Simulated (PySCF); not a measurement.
`C=C[SiH2][Si@H](P)OC`, C$_{3}$H$_{11}$OPSi$_{2}$

Cartesian coordinates in Å; atom numbers follow the order of the lines, from 1:
```xyz
18

C    -3.5701    0.0829    0.2637
C    -2.5431    0.7063   -0.2924
Si   -0.9254    1.1272    0.5750
Si    0.7781   -0.0750   -0.4377
P     0.9583   -2.3053   -0.1070
O     2.0493    0.6436    0.2846
C     3.3852    0.2414    0.2591
H    -3.5468   -0.2315    1.2946
H    -4.4796   -0.1435   -0.2728
H    -2.6311    0.9974   -1.3335
H    -0.7417    2.5825    0.4672
H    -1.1002    0.8267    2.0068
H     0.9173    0.0119   -1.9096
H    -0.3054   -2.5961   -0.5811
H     0.5232   -2.2820    1.2071
H     3.8824    0.6453    1.1418
H     3.8765    0.6242   -0.6384
H     3.4646   -0.8496    0.2665
```

Method: GIAO B97-2/pcSseg-1 magnetisability, rotational g tensor and spin-rotation constants, non-relativistic, gas phase in PySCF. Geometry: GFN2-xTB.

Q: How diamagnetic is it, and how anisotropic?

A: Isotropic -1492 × 10⁻³⁰ J/T², or -89.9 × 10⁻⁶ cm³/mol; principal values -1599, -1518, -1361 × 10⁻³⁰ J/T², anisotropy 209 × 10⁻³⁰ J/T² (root of half the summed squared differences of the principal values). The susceptibility is in cgs units.

Q: Split it along the inertial axes a, b, c into diamagnetic and paramagnetic parts about the centre of mass, with the quadrupole moment.

A: 
```
axis  χ (10⁻⁶ cm³/mol)  diamagnetic (10⁻⁶ cm³/mol)  paramagnetic (10⁻⁶ cm³/mol)  summed x² of all electrons (Å²)  quadrupole Θ (D Å)
   a             -95.6                      -712.9                        617.3                            358.0               +4.71
   b             -90.7                     -1670.9                       1580.2                            132.2               -6.07
   c             -83.4                     -2079.9                       1996.5                             35.8               +1.36
```
Anisotropies 2χaa − χbb − χcc = -17.1 and 2χbb − χaa − χcc = -2.4 × 10⁻⁶ cm³/mol. Θ is traceless in Buckingham's convention.

Q: And the rotational g tensor?

A: 
```
axis  rotational constant (GHz)        g  nuclear part  electronic part
   a                     2.0781  -0.0257        0.5770          -0.6027
   b                     0.7919  -0.0092        0.5787          -0.5879
   c                     0.6141  -0.0105        0.5654          -0.5760
```
Asymmetric top; isotopes 12C, 1H, 16O, 31P, 28Si; no vibrational averaging.
